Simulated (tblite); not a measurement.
Species: C6H11N2 (doublet state).
Numbering: `[NH:1][CH2:2][C@@:3]1([NH2:4])[CH2:5][C@@H:6]2[CH2:7][C@H:8]12` (hydrogens: H9 on N1; H10, H11 on C2; H12, H13 on N4; H14, H15 on C5; H16 on C6; H17, H18 on C7; H19 on C8)

Computed with GFN2-xTB (tblite), gas phase: L-BFGS steps from a force-field or distance-geometry start until the largest atomic force falls under 0.01 eV/Å.

Step 67: E = -657.4247 eV
```
atom  x, y, z in Å  |  force x, y, z in eV/Å
N1     -1.7078   -2.1543    0.2554    0.069   0.023  -0.010
C2     -1.6211   -0.8197   -0.0897   -0.048   0.020  -0.008
C3     -0.2219   -0.1666    0.3281   -0.009  -0.041   0.005
N4      0.0426   -0.2803    1.7187    0.035   0.010   0.034
C5      0.9407   -0.6127   -0.5908    0.014   0.017  -0.015
C6      1.0412    0.8172   -1.1077    0.058   0.019   0.002
C7      1.3025    1.7392    0.0414   -0.002   0.001  -0.036
C8     -0.0924    1.2546   -0.2205   -0.007  -0.027   0.019
H9     -1.1735   -2.7392   -0.3856   -0.025   0.000  -0.017
H10    -1.7121   -0.6041   -1.1678    0.038   0.003   0.007
H11    -2.3884   -0.2604    0.4596   -0.003   0.006   0.022
H12    -0.6136    0.2447    2.2819   -0.033  -0.004   0.001
H13     0.0625   -1.2451    2.0244   -0.015  -0.021  -0.002
H14     0.6519   -1.3270   -1.3582   -0.025  -0.027   0.037
H15     1.8197   -0.9798   -0.0632   -0.007  -0.011   0.003
H16     1.2527    1.0765   -2.1313   -0.009   0.017  -0.015
H17     1.8332    1.3743    0.9086   -0.031   0.018  -0.041
H18     1.4915    2.7735   -0.2057    0.023  -0.004   0.021
H19    -0.9176    1.9185   -0.4134   -0.025   0.001  -0.007
```

Step 68: E = -657.4256 eV
```
atom  x, y, z in Å  |  force x, y, z in eV/Å
N1     -1.7049   -2.1556    0.2534    0.062   0.033  -0.011
C2     -1.6193   -0.8212   -0.0905   -0.031   0.046  -0.005
C3     -0.2204   -0.1665    0.3323   -0.019  -0.042  -0.014
N4      0.0425   -0.2785    1.7228    0.028   0.015   0.020
C5      0.9403   -0.6128   -0.5886    0.025   0.012  -0.014
C6      1.0388    0.8162   -1.1068    0.049   0.018  -0.010
C7      1.3019    1.7401    0.0397    0.003   0.000  -0.032
C8     -0.0936    1.2551   -0.2182   -0.002  -0.035   0.017
H9     -1.1847   -2.7406   -0.3980   -0.014  -0.014  -0.017
H10    -1.7047   -0.6010   -1.1684    0.021  -0.007   0.015
H11    -2.3862   -0.2616    0.4591   -0.007   0.005   0.021
H12    -0.6189    0.2445    2.2820   -0.026  -0.012   0.013
H13     0.0674   -1.2428    2.0298   -0.020  -0.018  -0.004
H14     0.6522   -1.3300   -1.3538   -0.036  -0.016   0.036
H15     1.8217   -0.9789   -0.0649    0.001  -0.009   0.024
H16     1.2494    1.0751   -2.1302   -0.010   0.017  -0.034
H17     1.8340    1.3768    0.9059   -0.022   0.011  -0.022
H18     1.4944    2.7725   -0.2112    0.011   0.008   0.022
H19    -0.9199    1.9188   -0.4103   -0.013  -0.012  -0.005
```

Step 69: E = -657.4264 eV
```
atom  x, y, z in Å  |  force x, y, z in eV/Å
N1     -1.7015   -2.1572    0.2454    0.060   0.047  -0.027
C2     -1.6199   -0.8201   -0.0896   -0.001   0.037   0.003
C3     -0.2200   -0.1668    0.3359   -0.018  -0.022  -0.021
N4      0.0422   -0.2771    1.7269    0.010   0.013   0.003
C5      0.9399   -0.6139   -0.5856    0.023   0.001  -0.004
C6      1.0375    0.8139   -1.1066    0.019   0.005  -0.022
C7      1.3014    1.7405    0.0363    0.006   0.003  -0.016
C8     -0.0946    1.2547   -0.2169    0.008  -0.030  -0.001
H9     -1.1836   -2.7364   -0.4136   -0.020  -0.010  -0.005
H10    -1.7024   -0.5916   -1.1664    0.001  -0.014   0.031
H11    -2.3865   -0.2652    0.4656    0.000  -0.002   0.006
H12    -0.6235    0.2441    2.2830   -0.016  -0.021   0.018
H13     0.0704   -1.2414    2.0343   -0.023  -0.008  -0.004
H14     0.6517   -1.3355   -1.3468   -0.039  -0.001   0.027
H15     1.8223   -0.9787   -0.0631    0.007  -0.006   0.035
H16     1.2477    1.0709   -2.1305   -0.015   0.017  -0.039
H17     1.8341    1.3797    0.9023   -0.006   0.000   0.002
H18     1.4967    2.7713   -0.2176   -0.001   0.021   0.018
H19    -0.9219    1.9181   -0.4088    0.005  -0.027  -0.004
```

Question: Estimate the geometry and energy of step 70. (The exact step hangs on the optimiser's Hessian estimate; all steps are aligned on step 69, rigid shifts and turns removed.)

Answer: E = -657.4269 eV, largest force 0.053 eV/Å
```
atom  x, y, z in Å  |  force x, y, z in eV/Å
N1     -1.6981   -2.1570    0.2394    0.028   0.045   0.007
C2     -1.6203   -0.8184   -0.0890    0.023   0.028   0.010
C3     -0.2197   -0.1675    0.3380   -0.001   0.010  -0.014
N4      0.0422   -0.2768    1.7297   -0.009   0.008  -0.012
C5      0.9404   -0.6146   -0.5836    0.012  -0.009   0.009
C6      1.0374    0.8125   -1.1070   -0.009  -0.009  -0.027
C7      1.3011    1.7411    0.0334    0.006   0.003  -0.002
C8     -0.0951    1.2539   -0.2163    0.017  -0.016  -0.022
H9     -1.1832   -2.7324   -0.4236    0.000  -0.028  -0.029
H10    -1.7015   -0.5850   -1.1645   -0.014  -0.007   0.025
H11    -2.3868   -0.2681    0.4709    0.005   0.002  -0.005
H12    -0.6267    0.2426    2.2842   -0.005  -0.027   0.016
H13     0.0713   -1.2414    2.0366   -0.022   0.000  -0.004
H14     0.6511   -1.3395   -1.3412   -0.034   0.008   0.016
H15     1.8231   -0.9787   -0.0610    0.008  -0.001   0.037
H16     1.2467    1.0679   -2.1317   -0.019   0.015  -0.033
H17     1.8334    1.3825    0.8998    0.009  -0.011   0.019
H18     1.4982    2.7712   -0.2218   -0.013   0.027   0.013
H19    -0.9234    1.9169   -0.4082    0.018  -0.039  -0.003
```

The energy changes by -0.0005 eV. The first-order estimate −F·Δx gives -0.0008 eV and the mean of the old and new forces, exact on a quadratic surface, -0.0005 eV. The step makes an angle of 75° with the force vector and moves no atom by more than 0.011 Å.

What follows is the cost of the whole relaxation. Hardware: one thread, Arm Neoverse V2 (aarch64), no GPU, shared host with 32 logical CPUs at a one-minute load of 12. Cost: 0.47 s of wall time.
